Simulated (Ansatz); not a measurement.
AlBFH3SSi, SMILES `F[B]1[AlH][SiH2]S1`, charge 0, multiplicity 1.

Question: Give a relaxed structure at PBE0-D4/def2-TZVP (Ansatz 0.2.0). (Best estimate.)

Answer: Computed: 
```xyz
8

F    -2.005   -2.078   -0.682
B    -1.114   -1.148   -0.384
Al   -0.394    0.689   -1.204
Si    0.990    0.544    0.806
S    -0.117   -1.323    1.131
H    -0.582    1.685   -2.428
H     2.442    0.216    0.765
H     0.780    1.415    1.996
```
Point group Cs.
